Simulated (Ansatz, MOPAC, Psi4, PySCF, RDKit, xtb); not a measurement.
Complex: C2H4 (SMILES C=C) (first 6 atoms) with C2H6O (SMILES COC); geometry from B3LYP-D3(BJ)/def2-TZVP, rigid monomers moved along the line of their centres of mass till H5···O8 is 2.80 Å.
(charge 0, multiplicity 1):
```tsv
atom	x (Å)	y (Å)	z (Å)
C	0.5184	-0.5038	0.2877
C	-0.3977	0.4366	0.4691
H	0.8600	-0.7904	-0.6998
H	0.9667	-1.0288	1.1230
H	-0.7351	0.7185	1.4592
H	-0.8421	0.9575	-0.3710
C	0.6687	0.7797	4.5093
O	-0.6897	0.4999	4.2494
C	-1.0012	-0.8675	4.4054
H	1.3287	0.2342	3.8230
H	0.9402	0.5155	5.5395
H	0.8147	1.8488	4.3646
H	-0.4204	-1.4922	3.7150
H	-2.0604	-0.9878	4.1844
H	-0.8066	-1.2062	5.4312
```

```tsv
level	interaction energy (meV)
UFF	-57.7
GFN-FF	-53.7
AM1	-8.3
PM3	-20.5
PM6	-26.1
PM7	-61.7
GFN1-xTB	-54.7
GFN2-xTB	-59.9
HF/STO-3G (no counterpoise)	-8.7
HF/3-21G (no counterpoise)	-91.6
HF/6-31G*	-8.7
HF/6-31G* (no counterpoise)	-41.7
HF/aug-cc-pVDZ	-8.6
PBE/def2-TZVPPD	-36.0
PBE-D3(BJ)/def2-TZVPPD	-80.9
PBE-D4/def2-TZVPPD	-80.3
BP86/6-31G* (no counterpoise)	-34.2
r2SCAN/def2-TZVPPD	-42.7
r2SCAN-D3(BJ)/def2-TZVPPD	-66.3
r2SCAN-D4/def2-TZVPPD	-64.1
B3LYP/3-21G (no counterpoise)	-115.5
B3LYP/6-31G*	-10.1
B3LYP/6-31G* (no counterpoise)	-58.1
B3LYP/6-311+G** (no counterpoise)	-16.3
B3LYP/def2-TZVPPD	-8.4
B3LYP-D3(BJ)/def2-TZVPPD	-72.2
B3LYP-D4/def2-TZVPPD	-69.7
PBE0/def2-TZVPPD	-32.9
PBE0-D3(BJ)/def2-TZVPPD	-77.2
PBE0-D4/def2-TZVPPD	-75.7
M06-2X/6-31G* (no counterpoise)	-93.6
wB97X-V/def2-TZVPPD	-70.9
wB97M-V/def2-TZVPPD	-65.8
MP2/6-31G*	-37.6
MP2/6-31G* (no counterpoise)	-95.3
MP2/aug-cc-pVDZ	-64.3
SCS-MP2/aug-cc-pVDZ	-49.7
CCSD/aug-cc-pVDZ	-55.5
CCSD(T)/aug-cc-pVDZ	-64.0
SAPT0/jun-cc-pV(D+d)Z	-56.0
```

The rows run from -115.5 (B3LYP/3-21G (no counterpoise)) to -8.3 meV (AM1). In aug-cc-pVDZ the value moves HF -8.6, MP2 -64.3, CCSD -55.5, CCSD(T) -64.0, a shift of -55.4 from HF to CCSD(T). The dispersion term adds -44.9 in PBE-D3(BJ), -44.3 in PBE-D4, -23.6 in r2SCAN-D3(BJ). The 6 functionals in def2-TZVPPD without D3 or D4 span 62.5, from wB97X-V to B3LYP.

Counterpoise-corrected where a basis set is named; no monomer relaxation. Rows marked so take none. RDKit's UFF carries no charges.

Correlated levels freeze the cores. Rows in 3-21G, 6-311+G**, 6-31G*, STO-3G carry no dispersion term and start afresh at each structure (6-31G* with six Cartesian d functions). MP2/6-31G* freezes PySCF's default core. The state that AM1, PM3, PM6, PM7 reach isn't checked; PM7 holds dispersion and hydrogen-bond terms.

Codes used: Ansatz (Gaussian orbitals); MOPAC for AM1, PM3, PM6, PM7 (differences of heats of formation); Psi4 for SAPT; PySCF for 3-21G rows, 6-311+G** rows, 6-31G* rows, STO-3G rows, the dispersion terms; RDKit for the force fields; xtb for the GFN methods. Each number belongs to the level named beside it.

Ansatz is an electronic-structure program.
